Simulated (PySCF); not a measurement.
Correlation energy of Zn (zinc, neutral)

[Ar] 3d10 4s2, closed-shell 1S. All numbers are calculated (PySCF 2.14, the spin-free X2C one-electron Hamiltonian (Gaussian nucleus), in jorge-DZP-DKH (8s6p2d1f, 43 functions)). Frozen: [Ar]; 12 electrons correlated.

MP2 pair energies summed by pair of shells (mhartree):

```tsv
pair	energy	share (%)
3d-3d	-264.99	86.0
3d-4s	-23.18	7.5
4s-4s	-20.01	6.5
```

Total MP2 correlation energy: -308.18 mhartree.

Same-spin part -110.30 and opposite-spin part -197.88 mhartree; SCS-MP2 scales them by 1/3 and 6/5 to -274.22 mhartree.

```csv
level,correlation energy (mhartree)
CCSD,-295.33
(T),-9.43
CCSD(T),-304.76
```

Diagnostics: T1 = 0.011, D1 = 0.0327, largest double amplitude 0.098.

Cost of the coupled-cluster step: 0.48 s of wall time on 1 thread of Neoverse-N1 (shared host), for 12 correlated electrons.
